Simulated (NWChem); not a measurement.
System: C₂H₇InO; SMILES [CH3][In]([CH3])[OH]

Here is an NWChem input.

```
start job
memory heap 200 mb stack 900 mb global 1100 mb
geometry units angstroms noautoz
  In     0.007269    -0.005543     0.001493
  C     -0.781829    -2.017795     0.000063
  H     -0.442995    -2.549298    -0.901844
  H     -1.880561    -2.012612     0.018155
  H     -0.413131    -2.562643     0.882001
  C     -0.848097     1.967905     0.002461
  H     -1.390411     2.149732    -0.937297
  H     -0.037308     2.702962     0.098229
  H     -1.553798     2.090984     0.836856
  O      2.018267     0.155779    -0.000879
  H      2.486187    -0.685595    -0.007372
end
basis spherical
  * library def2-svp
end
ecp
  In library def2-ecp
end
dft
  xc pbe0
  iterations 150
  mulliken
end
task dft energy
```

All runs use the structure optimised with PBE0/def2-SVP. No frequency run checked for a minimum. def2 effective core potentials on In; no spin-orbit coupling.

Question: Give the results of this calculation. (PBE0/def2-SVP with def2 effective core potentials on In.) Quantities: energy (Ha); highest occupied level (eV); orbital gap (eV); dipole (D).

Answer: 
```
Property                       Value
---------------------------  -------
energy (Ha)                  -345.48
highest occupied level (eV)    -7.32
orbital gap (eV)                6.74
dipole (D)                      2.28
```
